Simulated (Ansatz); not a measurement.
Species: CH7Cl2NSi2, net charge 0, singlet state. 
Coordinates optimised at B3LYP-D3(BJ)/def2-TZVP (Ansatz, a program for electronic structure):
```
Si
N 1 1.7074
H 2 1.0115 1 114.41
Si 2 1.7372 3 116.40 1 -168.37
H 4 1.4786 2 106.69 3 -178.92
H 4 1.4812 5 109.88 2 -119.70
H 4 1.4814 5 109.36 6 -118.60
C 1 1.8487 2 113.60 3 136.78
H 8 1.0902 1 110.45 2 179.57
H 8 1.0910 9 108.95 1 -120.98
H 8 1.0912 9 108.31 10 -118.12
Cl 1 2.0639 2 106.52 3 15.01
Cl 1 2.0722 2 111.12 3 -101.78
```
Charge 0, spin multiplicity 1.

Basis-set convergence of Hartree-Fock and CCSD(T) correlation energies (hartree) with Ansatz. Cores are frozen in the correlated levels unless marked. Spin-orbit coupling is left out. No relativistic terms.

```csv
basis,functions,E(HF),"E(corr, CCSD(T))"
aug-cc-pV(D+d)Z,237,-1593.48118,-0.94016
aug-cc-pV(T+d)Z,473,?,?
```

Question: Fill in the missing entries.

Answer: 
- aug-cc-pV(T+d)Z, E(HF): -1593.56555
- aug-cc-pV(T+d)Z, E(corr, CCSD(T)): -1.14826
